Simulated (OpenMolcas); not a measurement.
Co5+.

| Item | Value |
| --- | --- |
| Program | OpenMolcas 26.06 |
| Method | CASSCF |
| Basis | ANO-R2 [7s5p4d2f1g] |
| Scalar Hamiltonian | X2C, finite nucleus |
| Active space | 4 electrons in 10 orbitals (3d 4d) |
| State averaging | 2S+1 = 5 even, 5 roots; 2S+1 = 3 even, 45 roots; 2S+1 = 1 even, 44 roots |
| Spin-orbit coupling | state interaction with AMFI integrals over the reference wave functions, term energies averaged over their components |

Levels without dynamic correlation, in cm-1 above 3d4 5D0:

```tsv
Level	E
3d4 3P0(1)	31690
3d4 3H4	29937
3d4 3F2(1)	34538
3d4 3G3	37835
```

On this reference, MS-CASPT2, IPEA 0.25 Eh, imaginary shift 0.1 Eh (closed shells correlated: 3s 3p) puts 3d4 3P0(1) at 27900 cm-1.

Estimate the other levels at that method by one scale factor, and say how well it serves.

The factor is 27900 / 31690 = 0.880. Scaled values beside those that MS-CASPT2 gives and measured ones (Sugar and Corliss, J. Phys. Chem. Ref. Data 10, 1097 (1981)):
```tsv
Level	Scaled	MS-CASPT2	Miss (%)	Measured
3d4 3H4	26345	29140	-9.6	28377
3d4 3F2(1)	30393	31370	-3.1	30555
3d4 3G3	33295	34960	-4.8	34026
```
For these levels the scaled values miss MS-CASPT2 by up to 9.6 %, as correlation changes each term by its own factor, spin-orbit parts do not scale and CASPT2 has its own spread within terms. This holds within one configuration; levels of others move differently, and the target method has errors of its own against measurement.

CASPT2 breaks the degeneracy within a term, and the mean is taken; among the terms shown or strongly mixed into the levels shown the widest spread is 260 cm-1 (3d4 3G, MS-CASPT2). Active for correlation alone: 4d; no level in the range computed is led by a configuration that fills it, so any true level of that kind is missing. Without dynamic correlation excited terms often stand tens of per cent too high (terms of higher spin than the ground term too low), and those without a measured partner can miss by more than the paired ones (holds for CASSCF). Measured partners are found by configuration, term and J. A level has none where our copy of the source lacks it or the pairing is in doubt (some pairs that miss far off the trend of their configuration count as doubtful), and it then counts in no deviation. Only configurations of the active space appear.

A number in round brackets counts repeated terms of one configuration in the order of the reference energies.
